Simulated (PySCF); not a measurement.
Coordinates in bohr (charge 0 multiplicity 1):
```
Sn    0.1004    0.2422    0.0000
S    -1.7784   -3.4919    0.0000
O     3.7129    1.1643    0.0000
O    -1.2446    3.6926    0.0000
H     4.8013   -0.3014    0.0000
H     0.1375    4.8905    0.0000
```

These are results of PBE0 in PySCF with Sn def2-SVP with ECP28, S def2-SVP, O def2-SVP, H def2-SVP; scalar-relativistic core potentials, no spin–orbit coupling; density-fitted integrals, not measurements.

This geometry of SnS(OH)₂ is a stationary point at this level.

Q: What is the point group?

A: Cs.

Q: Is it a minimum?

A: Yes: all harmonic wavenumbers are real.

Q: List the harmonic modes with their infrared intensities.

A: 
| symmetry | ω (cm⁻¹) | IR (km/mol) |
| --- | --- | --- |
| a' | 121 | 12.7 |
| a'' | 133 | 8.3 |
| a' | 173 | 17.8 |
| a'' | 330 | 198 |
| a'' | 363 | 31.1 |
| a' | 474 | 8.7 |
| a' | 635 | 83.6 |
| a' | 656 | 83.3 |
| a' | 846 | 96.4 |
| a' | 887 | 72.5 |
| a' | 3851 | 127 |
| a' | 3874 | 97.7 |

Q: Give the atomic charges and bond orders.

A: 
```tsv
atom	Mulliken	Löwdin	polar tensor	Mayer order to Sn1
Sn1	0.85	0.55	1.46	–
S2	-0.32	-0.17	-0.50	1.84
O3	-0.48	-0.29	-0.77	0.98
O4	-0.47	-0.27	-0.75	1.02
H5	0.21	0.09	0.28	0.02
H6	0.21	0.09	0.29	0.03
```
Other Mayer orders above 0.3: O–H 0.95 (×2).

Q: What is the atomisation energy, with and without zero-point energy?

A: 1805 kJ/mol without, 1732 kJ/mol with.

Only a few start shapes were tried, so a lower isomer may exist.
